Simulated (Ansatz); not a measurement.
Two shapes of singlet AlCl4(-).

Shape 1:

```xyz
5

Al   -0.0487   -0.0071   -0.0089
Cl    1.2104    1.2526    1.2165
Cl    1.2018   -1.2663   -1.2481
Cl   -1.2303    1.2710   -1.2078
Cl   -1.2438   -1.2684    1.2029
```

Shape 2:

```xyz
5

Al   -0.0612    0.0088    0.0310
Cl    1.1988    1.2459    1.1739
Cl    1.1652   -1.2503   -1.2682
Cl   -1.2037    1.2913   -1.1782
Cl   -1.2480   -1.3010    1.1726
```

Basis set: STO-3G (spherical functions). Frozen core: 25 orbitals. Charge -1, multiplicity 1.

Computed with Ansatz (development build ahead of 0.2.0); each method stands on the lowest determinant of its kind that the runs found.

Question: Which shape is lower in energy, and by how much in each method?

Answer:

```json
{"method": "RHF", "E(2) − E(1) (eV)": "0.024"}
{"method": "RHF-MP2", "E(2) − E(1) (eV)": "0.034"}
```

Shape 1 is lower. Caution: no diffuse functions for an anion.
